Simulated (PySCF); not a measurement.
Input for PySCF: R-HF/3-21G on C2H6FGa (SMILES [CH3][Ga]([CH3])[F]), a point of a torsion scan.

```python
from pyscf import gto, scf, dft, mp
from pyscf.data.elements import chemcore

mol = gto.M(
    atom='''
    C    -1.85780611   -0.49358960   -0.02233760
    Ga   -0.06750008    0.46942759    0.18453836
    C     1.93579415    0.08576639    0.30406876
    F    -0.34100455    2.21765824    0.29935002
    H    -1.89534383   -1.05817303   -0.95457723
    H    -2.64023661    0.26722138   -0.02929245
    H    -2.03270782   -1.18258570    0.80459456
    H     2.22634828   -0.75995750   -0.31860718
    H     2.21813381   -0.12799774    1.33620044
    H     2.46489379    0.98237301   -0.02334356
    ''',
    basis='3-21g',
    charge=0, spin=0, verbose=3, max_memory=1800)
mf = scf.RHF(mol)
mf.conv_tol = 1e-8
mf.max_cycle = 100
mf.kernel()
if not mf.converged:
    mf = mf.newton().run(mf.mo_coeff, mf.mo_occ)
```

The log:

```
converged SCF energy = -2091.62294454928
```

Self-consistency was reached.

Cost: around 0.6 core-seconds (rough).
